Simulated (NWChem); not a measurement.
System: MgSiH$_{3}$OCl; SMILES [SiH3][O][Mg][Cl]

NWChem printed, in part:

```
             Northwest Computational Chemistry Package (NWChem) 7.3.0
             --------------------------------------------------------

 C1  symmetry detected

                             Geometry "geometry" -> ""
                             -------------------------

 Output coordinates in angstroms (scale by  1.889725989 to convert to a.u.)

  No.       Tag          Charge          X              Y              Z
 ---- ---------------- ---------- -------------- -------------- --------------
    1 Mg                  12.0000     0.68749184    -0.69985857     0.00064921
    2 Cl                  17.0000    -0.32387214    -2.55553358     0.00037601
    3 O                    8.0000     0.30886953     1.00644343    -0.00350263
    4 Si                  14.0000    -0.27995804     2.50103003     0.00216151
    5 H                    1.0000    -1.13709825     2.68291598    -1.19621052
    6 H                    1.0000     0.89416414     3.39000042    -0.04650690
    7 H                    1.0000    -1.05268521     2.70348949     1.22629462

 Effective nuclear repulsion energy (a.u.)     218.7664985453

                                Z-matrix (autoz)
                                --------

 Units are Angstrom for bonds and degrees for angles

      Type          Name      I     J     K     L     M      Value
      ----------- --------  ----- ----- ----- ----- ----- ----------
    1 Stretch                  1     2                       2.11338
    2 Stretch                  1     3                       1.74781
    3 Stretch                  3     4                       1.60641
    4 Stretch                  4     5                       1.48454
    5 Stretch                  4     6                       1.47350
    6 Stretch                  4     7                       1.46171
    7 Bend                     1     3     4               171.00155
    8 Bend                     2     1     3               138.89788
    9 Bend                     3     4     5               108.83128
   10 Bend                     3     4     6               105.61178
   11 Bend                     3     4     7               109.00163
   12 Bend                     5     4     6               111.06884
   13 Bend                     5     4     7               110.72191
   14 Bend                     6     4     7               111.42828
   15 Torsion                  1     3     4     5         -60.80613
   16 Torsion                  1     3     4     6         179.87536
   17 Torsion                  1     3     4     7          60.04621
   18 Torsion                  2     1     3     4           2.31891

  pbe96 is a nonlocal functional; adding pw91lda local functional.

                           NWChem Geometry Optimization
                           ----------------------------

 maximum gradient threshold         (gmax) =   0.000450
 rms gradient threshold             (grms) =   0.000300
 maximum cartesian step threshold   (xmax) =   0.001800
 rms cartesian step threshold       (xrms) =   0.001200
 fixed trust radius                (trust) =   0.300000
 source of zmatrix                         =   autoz

          -------------------
          Energy Minimization
          -------------------

 Using diagonal initial Hessian
 Scaling for Hessian diagonals: bonds = 1.00  angles = 0.25  torsions = 0.10

          --------
          Step   0

                                 NWChem DFT Module
                                 -----------------

 Summary of "ao basis" -> "ao basis" (spherical)
 ------------------------------------------------------------------------------
       Tag                 Description            Shells   Functions and Types
 ---------------- ------------------------------  ------  ---------------------
 Mg                         def2-svp                 8       18   4s3p1d
 Cl                         def2-svp                 8       18   4s3p1d
 O                          def2-svp                 6       14   3s2p1d
 Si                         def2-svp                 8       18   4s3p1d
 H                          def2-svp                 3        5   2s1p

            General Information
            -------------------
          SCF calculation type: DFT
          Wavefunction type:  closed shell.
          No. of atoms     :     7
          No. of electrons :    54
           Alpha electrons :    27
            Beta electrons :    27
          Charge           :     0
          Spin multiplicity:     1
          Use of symmetry is: off; symmetry adaption is: off
          Maximum number of iterations: 150
          AO basis - number of functions:    83
                     number of shells:    39
          Convergence on energy requested:  1.00D-06
          Convergence on density requested:  1.00D-05
          Convergence on gradient requested:  5.00D-04

              XC Information
              --------------
          PerdewBurkeErnzerhof Exchange Functional  1.000
            Perdew 1991 LDA Correlation Functional  1.000 local
           PerdewBurkeErnz. Correlation Functional  1.000 non-local

             Grid Information
             ----------------
          Grid used for XC integration:  medium
          Radial quadrature: Mura-Knowles
          Angular quadrature: Lebedev.
          Tag              B.-S. Rad. Rad. Pts. Rad. Cut. Ang. Pts.
          ---              ---------- --------- --------- ---------
          Mg                  1.50       88          11.0       590
          Cl                  1.00       88          14.0       590
          O                   0.60       49          10.0       434
          Si                  1.10       88          12.0       590
          H                   0.35       45          13.0       434
          Grid pruning is: on
          Number of quadrature shells:   448
          Spatial weights used:  Erf1

           DFT-D3BJ Model
          s6 scale factor  :        1.000000000000
          s8 scale factor  :        0.787500000000
          a1 parameter     :        0.428900000000
          a2 parameter     :        4.440700000000
              vdW contrib  :       -0.004957874270

      Superposition of Atomic Density Guess
      -------------------------------------

 Sum of atomic energies:       -1023.78586514

      Non-variational initial energy
      ------------------------------

 Total energy =   -1024.542849
 1-e energy   =   -1854.662975
 2-e energy   =     611.353627
 HOMO         =      -0.395952
 LUMO         =      -0.095980

   convergence    iter        energy       DeltaE   RMS-Dens  Diis-err
 ---------------- ----- ----------------- --------- --------- ---------
 d= 0,ls=0.0,diis     1  -1025.9059305974 -1.24D+03  2.74D-02  1.01D+00
 d= 0,ls=0.0,diis     2  -1025.0129825626  8.93D-01  2.11D-02  8.57D+00
 d= 0,ls=0.0,diis     3  -1026.0090539181 -9.96D-01  5.46D-03  8.01D-02
 d= 0,ls=0.0,diis     4  -1026.0150218893 -5.97D-03  2.56D-03  4.38D-02
 d= 0,ls=0.0,diis     5  -1026.0217118995 -6.69D-03  4.13D-04  8.91D-04
  Resetting Diis
 d= 0,ls=0.0,diis     6  -1026.0218447997 -1.33D-04  7.59D-05  6.28D-05
 d= 0,ls=0.0,diis     7  -1026.0218520826 -7.28D-06  3.82D-05  2.06D-06
 d= 0,ls=0.0,diis     8  -1026.0218509520  1.13D-06  2.27D-05  1.35D-05
 d= 0,ls=0.0,diis     9  -1026.0218523577 -1.41D-06  3.55D-06  7.26D-08
 d= 0,ls=0.0,diis    10  -1026.0218523694 -1.18D-08  7.26D-07  5.39D-09

         Total DFT energy =    -1026.021852369431
      One electron energy =    -1858.162495877154
           Coulomb energy =      688.320616032170
    Exchange-Corr. energy =      -74.941513195494
 Nuclear repulsion energy =      218.766498545316

    Dispersion correction =       -0.004957874270

 Numeric. integr. density =       54.000015244828

                       DFT Final Molecular Orbital Analysis
                       ------------------------------------

 Vector   25  Occ=2.000000D+00  E=-2.712398D-01
              MO Center= -2.5D-01, -2.3D+00, -6.7D-04, r^2= 2.0D+00
   Bfn.  Coefficient  Atom+Function         Bfn.  Coefficient  Atom+Function
  ----- ------------  ---------------      ----- ------------  ---------------
    29      0.481947  2 Cl px                26      0.374504  2 Cl px
    30     -0.340752  2 Cl py                27     -0.257790  2 Cl py
    23      0.218580  2 Cl px                24     -0.150883  2 Cl py
    11      0.083503  1 Mg px                18     -0.073116  1 Mg d  2
     8      0.068707  1 Mg px                74     -0.052999  6 H  s

 Vector   26  Occ=2.000000D+00  E=-2.421240D-01
              MO Center= -1.9D-01,  1.6D+00,  4.8D-02, r^2= 2.7D+00
   Bfn.  Coefficient  Atom+Function         Bfn.  Coefficient  Atom+Function
  ----- ------------  ---------------      ----- ------------  ---------------
    42      0.474534  3 O  pz                45      0.351804  3 O  pz
    79     -0.246724  7 H  s                 69      0.216419  5 H  s
    80     -0.205261  7 H  s                 70      0.178889  5 H  s
    60     -0.134487  4 Si pz                15      0.083167  1 Mg d -1
    57      0.073696  4 Si pz                65     -0.071867  4 Si d -1

[...]

      ----------------------
      Optimization converged
      ----------------------

  Step       Energy      Delta E   Gmax     Grms     Xrms     Xmax
  ---- ---------------- -------- -------- -------- -------- --------
@   17   -1026.04140255  1.3D-07  0.00001  0.00000  0.00056  0.00162
                                     ok       ok       ok       ok

                                Z-matrix (autoz)
                                --------

 Units are Angstrom for bonds and degrees for angles

      Type          Name      I     J     K     L     M      Value     Gradient
      ----------- --------  ----- ----- ----- ----- ----- ---------- ----------
    1 Stretch                  1     2                       2.20290    0.00001
    2 Stretch                  1     3                       1.79968   -0.00000
    3 Stretch                  3     4                       1.65476   -0.00001
    4 Stretch                  4     5                       1.50970    0.00000
    5 Stretch                  4     6                       1.50971    0.00000
    6 Stretch                  4     7                       1.50971   -0.00000
    7 Bend                     1     3     4               179.97162   -0.00000
    8 Bend                     2     1     3               179.99395   -0.00000
    9 Bend                     3     4     5               111.09860   -0.00000
   10 Bend                     3     4     6               111.10014    0.00000
   11 Bend                     3     4     7               111.09786   -0.00000
   12 Bend                     5     4     6               107.79691    0.00000
   13 Bend                     5     4     7               107.79225   -0.00000
   14 Bend                     6     4     7               107.79785    0.00000
   15 Torsion                  1     3     4     5         119.70208    0.00000
   16 Torsion                  1     3     4     6          -0.30017    0.00000
   17 Torsion                  1     3     4     7        -120.30310   -0.00000
   18 Torsion                  2     1     3     4           2.45784   -0.00000

                         Geometry "geometry" -> "geometry"
                         ---------------------------------

 Output coordinates in angstroms (scale by  1.889725989 to convert to a.u.)

  No.       Tag          Charge          X              Y              Z
 ---- ---------------- ---------- -------------- -------------- --------------
    1 Mg                  12.0000     0.10741227    -0.84644553    -0.00106634
    2 Cl                  17.0000     0.35057799    -3.03588661     0.00027277
    3 O                    8.0000    -0.09105516     0.94225831    -0.00215918
    4 Si                  14.0000    -0.27272628     2.58701228    -0.00319417
    5 H                    1.0000    -1.07024500     3.04492546    -1.20046654
    6 H                    1.0000     1.06688136     3.28174865    -0.04797122
    7 H                    1.0000    -0.99393331     3.05487463     1.23784597

 Effective nuclear repulsion energy (a.u.)     208.0025765804

                Final and change from initial internal coordinates
                --------------------------------------------------

                                Z-matrix (autoz)
                                --------

 Units are Angstrom for bonds and degrees for angles

[...]

 Rotational Constants
 --------------------
 A=   2.810499 cm-1  (  4.043591 K)
 B=   0.029464 cm-1  (  0.042391 K)
 C=   0.029464 cm-1  (  0.042391 K)

 Temperature                      =   298.15K
 frequency scaling parameter      =   1.0000

 Zero-Point correction to Energy  =   18.612 kcal/mol  (  0.029660 au)
 Thermal correction to Energy     =   22.836 kcal/mol  (  0.036391 au)
 Thermal correction to Enthalpy   =   23.428 kcal/mol  (  0.037335 au)

 Total Entropy                    =   83.501 cal/mol-K
   - Translational                =   39.872 cal/mol-K (mol. weight = 105.9492)
   - Rotational                   =   25.983 cal/mol-K (symmetry #  =        1)
   - Vibrational                  =   17.645 cal/mol-K

 Cv (constant volume heat capacity) =   19.680 cal/mol-K
   - Translational                  =    2.979 cal/mol-K
   - Rotational                     =    2.979 cal/mol-K
   - Vibrational                    =   13.721 cal/mol-K

[normal modes left out]

 ----------------------------------------------------------------------------
 Normal Eigenvalue ||           Projected Infra Red Intensities
  Mode   [cm**-1]  || [atomic units] [(debye/angs)**2] [(KM/mol)] [arbitrary]
 ------ ---------- || -------------- ----------------- ---------- -----------
    1       -0.000 ||    0.000000           0.000         0.000       0.000
    2       -0.000 ||    0.000000           0.000         0.000       0.000
    3       -0.000 ||    0.000001           0.000         0.001       0.000
    4        0.000 ||    0.000001           0.000         0.001       0.000
    5        0.000 ||    0.000001           0.000         0.001       0.000
    6        0.000 ||    0.000001           0.000         0.001       0.000
    7       52.897 ||    0.001735           0.040         1.692       0.218
    8       52.908 ||    0.001736           0.040         1.692       0.218
    9      146.143 ||    0.063424           1.463        61.829       7.980
   10      146.147 ||    0.063424           1.463        61.829       7.980
   11      311.789 ||    0.001986           0.046         1.936       0.250
   12      625.258 ||    0.033986           0.784        33.131       4.276
   13      706.205 ||    0.053037           1.224        51.703       6.673
   14      706.221 ||    0.053021           1.223        51.688       6.671
   15      920.993 ||    0.074776           1.725        72.895       9.409
   16      921.022 ||    0.074770           1.725        72.890       9.408
   17      969.764 ||    0.348248           8.034       339.490      43.818
   18     1056.163 ||    0.425902           9.826       415.191      53.589
   19     2135.022 ||    0.180072           4.154       175.543      22.657
   20     2135.054 ||    0.180073           4.154       175.544      22.658
   21     2139.804 ||    0.112803           2.602       109.966      14.193
 ----------------------------------------------------------------------------
```

Level: PBE-D3(BJ)/def2-SVP. The printed entropy takes a lower symmetry number than the molecule has.

Reconstruct the input file.

One answer among several that fit: the input that was run:
```
start job
memory heap 200 mb stack 900 mb global 1100 mb
geometry units angstroms
  Mg    -0.087312     0.023005     0.890131
  Cl    -1.698305     1.367190     1.143617
  O      0.840565    -0.690920    -0.407634
  Si     1.551090    -1.205895    -1.753180
  H      0.534629    -1.868797    -2.608303
  H      2.581577    -2.163996    -1.315757
  H      2.143848    -0.063236    -2.445688
end
basis spherical
  * library def2-svp
end
dft
  xc xpbe96 cpbe96
  disp vdw 4
  iterations 150
end
driver
  maxiter 120
end
task dft optimize
task dft freq
```
